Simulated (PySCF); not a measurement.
Species: C₅H₆F₄OSi.
Z-matrix (Å and degrees, GFN2-xTB geometry), rows numbered from 1:
```
F 
C   1  1.3502
C   2  1.3258  1  124.36
O   3  1.4059  2  128.92  1     0.01
C   4  1.3193  3  121.37  2     0.25
F   5  1.3345  4  107.97  3   179.84
F   5  1.3397  4  114.39  3    61.68
F   5  1.3396  4  114.40  3   -62.00
C   3  1.4945  2  118.57  1   180.00
Si  9  1.9107  3  104.16  2     0.12
C   2  1.4925  1  115.71  3  -179.98
H   9  1.0896  3  109.27  2   122.26
H   9  1.0897  3  109.27  2  -122.03
H  10  1.4631  9  112.32  3  -116.34
H  10  1.4632  9  112.27  3   116.07
H  11  1.0908  2  109.25  1   -58.06
H  11  1.0909  2  109.27  1    57.82
```

Definitions: NICS(0) = −σiso at the ring centroid; NICS(1) = −σiso and NICS(1)zz = −σzz at ±1 Å along the ring normal z. Level: GIAO PBE0/pcSseg-1 (PySCF, non-relativistic, gas phase) on the GFN2-xTB geometry, one conformer.

Ring bond lengths (Å), with Mayer bond orders in brackets: C2–C3 1.326 (1.73), C3–C9 1.494 (1.06), C9–Si10 1.911 (0.88), Si10–C11 1.908 (0.88), C11–C2 1.492 (1.07).

**Question.** What do the NICS probes read (ppm)?

**Answer.** 
```tsv
ring	type	NICS(0)	NICS(1), two faces	NICS(1)zz, two faces	rms pucker (Å)	centre to ring atoms, mean (Å)
C2–C3–C9–Si10–C11	5-membered ring with Si; formal bonds 1 double, 4 single	-6.4	-2.7 / -2.7	1.2 / 1.2	0.00	1.37
```

**Question.** What do they say, and how far can they be read as aromaticity?

**Answer.** 
- C2–C3–C9–Si10–C11: mean NICS(1)zz 1.2 ppm, near zero. C9, Si10, C11 have four or more neighbours, and the NICS criterion for π rings isn't applied.

**Question.** What is the mean of the two in-plane components of NICS at the first NICS(1) probe listed for ring C2–C3–C9–Si10–C11, 1 Å off the ring?

**Answer.** The isotropic value is a third of the trace: (3 × -2.7 − (1.2))/2 = -4.7 ppm.

**Question.** How shielded are the nuclei of the rings and their hydrogens (means over atoms taken as equivalent)?

**Answer.** 
| atoms | environment | σ isotropic (ppm) | principal values of the symmetric part, first atom (ppm) |
| --- | --- | --- | --- |
| C2 | vinylic C–F carbon | 37.2 | -28.4, 62.2, 77.8 |
| C3 | vinylic carbon bearing oxygen | 54.0 | -17.0, 85.3, 93.5 |
| C9 | sp3 carbon bound to silicon | 173.1 | 151.6, 168.1, 199.5 |
| Si10 | SiH2 silicon | 400.2 | 381.6, 399.3, 419.7 |
| C11 | sp3 carbon bound to silicon | 172.6 | 151.0, 167.5, 199.2 |
| H12 (×2) | methylene hydrogen | 29.65 | 24.9, 27.9, 36.2 |
| H14 (×2) | Si–H hydrogen | 27.31 | 24.3, 24.5, 33.2 |
| H16 (×2) | methylene hydrogen | 29.54 | 25.2, 27.2, 36.2 |
